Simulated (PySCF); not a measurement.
# Simulated absorption spectrum

Species: pentafluoropyridine, C₅F₅N.
Z-matrix (Å and degrees, GFN2-xTB geometry), rows numbered from 1:
```
F 
C   1  1.3206
N   2  1.3114  1  116.79
C   3  1.3114  2  119.58  1  -179.94
F   4  1.3206  3  116.81  2  -179.97
C   4  1.3972  3  123.07  2    -0.01
F   6  1.3301  4  121.76  3   179.95
C   6  1.3955  4  117.58  3    -0.12
F   8  1.3253  6  120.47  4  -179.92
C   8  1.3954  6  119.12  4     0.14
F  10  1.3300  2  121.72  1    -0.05
```

The calculation used TDDFT CAM-B3LYP/def2-SVPD, vertical, gas phase, core orbitals frozen in the response in PySCF.

Each state is given a Gaussian of 0.4 eV full width at half maximum, with ε(max) = 2.175×10⁸ f / Δν̃ (Δν̃ the width in cm⁻¹). The width is an assumption, not a result. The curve ends short of the highest state used, and states not computed would add to its high-energy end.

E (eV), ε (L mol⁻¹ cm⁻¹) and a bar:
```
     4.79         10 
     4.85         31 
     4.91         91 #
     4.97        230 #
     5.03        515 ###
     5.09       1020 ######
     5.15       1781 ###########
     5.20       2577 ################
     5.26       3581 #######################
     5.32       4392 ############################
     5.38       4755 ##############################
     5.44       4544 #############################
     5.50       3833 ########################
     5.56       2854 ##################
     5.62       1876 ############
     5.68       1089 #######
     5.74        559 ###
     5.80        257 ##
     5.86        117 #
     5.92         82 
     5.98        129 #
     6.04        267 ##
     6.10        519 ###
     6.16        901 ######
     6.22       1382 #########
     6.28       1874 ############
     6.34       2246 ##############
     6.39       2377 ###############
     6.45       2274 ##############
     6.51       1925 ############
     6.57       1446 #########
     6.63        975 ######
     6.69        621 ####
     6.75        460 ###
     6.81        569 ####
     6.87       1105 #######
```

(1) Locate the maxima and give the states behind the curve.

(2) Coming from long wavelengths, where does ε first pass 100 L mol⁻¹ cm⁻¹?

(3) On this curve, what absorbance would a 10⁻⁵ mol/L sample give at 222 nm over a 1 cm path?

Results:

(1) 230 nm (5.39 eV), ε about 4800, made up of S1 (100%); 194 nm (6.40 eV), ε about 2400, made up of S3 (95%) (ε in L mol⁻¹ cm⁻¹; maxima over ε = 5, shares over 10%). At its high-energy end, 6.87 eV, the curve is still rising (ε about 1100, from S6 and S7). The states used: S1 5.39 eV (f 0.071); S2 6.28 eV (f 0.0000); S3 6.39 eV (f 0.033); S4 6.48 eV (f 0.0022); S5 7.02 eV (f 0.0000); S6 7.11 eV (f 0.013); S7 7.34 eV (f 0.463); S8 7.47 eV (f 0.405).

(2) At about 252 nm (4.92 eV), 0.47 eV below S1.

(3) 222 nm is 5.585 eV, where ε is about 2400 L mol⁻¹ cm⁻¹, so A = ε c l ≈ 0.024 (Beer–Lambert, with the gas-phase spectrum and the assumed width).
